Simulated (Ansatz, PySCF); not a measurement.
Reaction (SMILES): [GeH3][c]1cccs1 [thiophen-2-ylgermane] + 8 [H][H] (H2) → 4 C (CH4) + [GeH4] (GeH4) + S (H2S)
Each molecule is optimised on its own at B3LYP-D3(BJ)/def2-TZVP (Ansatz, an electronic-structure program). Frequencies are from Ansatz or PySCF. Unstable Hartree-Fock reference: [GeH3][c]1cccs1.

Quantity: energy of full hydrogenation (0 K, with B3LYP-D3(BJ) harmonic zero-point energies), in kcal/mol. Cores are frozen in the correlated levels unless marked. Spin-orbit coupling is left out. Frozen are the shells of the preceding noble gas and the d and f shells that filled before the atom's block. Non-relativistic. CBS marks a two-point X^-3 extrapolation of the correlation energy; Hartree-Fock from the larger set.

```json
[
 {"level": "B3LYP-D3(BJ)/def2-TZVPD", "program": "Ansatz + dftd3", "energy of full hydrogenation (kcal/mol)": "-100.9"},
 {"level": "BHLYP/def2-TZVPD", "program": "Ansatz", "energy of full hydrogenation (kcal/mol)": "-122.1"},
 {"level": "B2PLYP-D3(BJ)/def2-TZVPD", "program": "Ansatz + dftd3", "energy of full hydrogenation (kcal/mol)": "-96.8"},
 {"level": "SCS-MP2/6-31G", "program": "Ansatz", "energy of full hydrogenation (kcal/mol)": "-91.4"}
]
```

Q: What does CCSD(T)/CBS(def2-TZVPPD,def2-QZVPPD) (Ansatz) give?

A: -100.7 kcal/mol
